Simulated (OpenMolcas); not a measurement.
A calculation on La+.

```yaml
Program: OpenMolcas
Method: "MS-CASPT2, IPEA 0.25 Eh, imaginary shift 0.1 Eh (closed shells correlated: 5s 5p)"
Basis: ANO-RCC-VQZP [9s8p6d4f3g2h]
Scalar_Hamiltonian: DKH2, point nucleus
Active_space: 2 electrons in 11 orbitals (5d 6s 6d)
State_averaging: 2S+1 = 3 even, 15 roots; 2S+1 = 1 even, 20 roots kept (CI in the orbitals of an earlier block)
Spin-orbit_coupling: RASSI with atomic mean-field integrals over the reference wave functions, term energies averaged over their components
```

**Question.** Which level of the active space comes out lowest?

**Answer.** 5d² ³F₂, with 87 % of that term; it is also the measured ground level.

**Question.** How high does 5d² ¹D₂ lie?

**Answer.** 1595 cm⁻¹ above the lowest level.

**Question.** How high does 5d 6s ³D₃ lie?

**Answer.** 4080 cm⁻¹ above the lowest level; measured 3250 cm⁻¹ above the ground level, so the calculation is off by +25 %.

**Question.** How high does 5d² ³P₁ lie?

**Answer.** 6550 cm⁻¹ above the lowest level; measured 5718 cm⁻¹ above the ground level, so the calculation is off by +14 %.

Measured values: NIST Handbook of Basic Atomic Spectroscopic Data.

Term energies are means over components that CASPT2 splits; among the terms shown or strongly mixed into the levels shown the widest spread is 720 cm-1 (5d² ³F). Terms from blocks run as CI alone lack orbitals of their own. Active for correlation alone: 6d; no level in the range computed is led by a configuration that fills it, so any true level of that kind is missing. The CASPT2 spread within a term exceeds the gap to the next term for 5d² ³F and 5d² ¹D, so the order of their levels is uncertain, and so are names and mixing where such terms share a J. Measured partners are found by configuration, term and J. A level has none where our copy of the source lacks it or the pairing is in doubt (some pairs that miss far off the trend of their configuration count as doubtful), and it then counts in no deviation. Levels of configurations outside the active space are missing.
